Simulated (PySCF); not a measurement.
Zn⁺: ionisation energy

Zn⁺ [Ar] 3d10 4s1 (2S) → Zn²⁺ [Ar] 3d10 (1S), as a difference of total energies. Calculation: PySCF 2.14, in def2-TZVPPD; no relativity, point nucleus. Correlated levels: valence: [Ar] frozen. The calculations carry no spin-orbit coupling.

```json
{"method": "UHF", "ionisation energy (eV)": "16.589", "difference from reference (eV)": "-1.375"}
{"method": "MP2 (valence)", "ionisation energy (eV)": "17.414", "difference from reference (eV)": "-0.550"}
{"method": "SCS-MP2 (valence)", "ionisation energy (eV)": "17.275", "difference from reference (eV)": "-0.689"}
{"method": "CCSD (valence)", "ionisation energy (eV)": "17.310", "difference from reference (eV)": "-0.654"}
{"method": "CCSD(T) (valence)", "ionisation energy (eV)": "17.362", "difference from reference (eV)": "-0.602"}
```

Reference: 17.964 eV (measured; NIST Atomic Spectra Database, ionization energies).

These non-relativistic numbers lack the scalar-relativistic shift.

Errors of the correlated levels include the incompleteness of this basis and the frozen core.
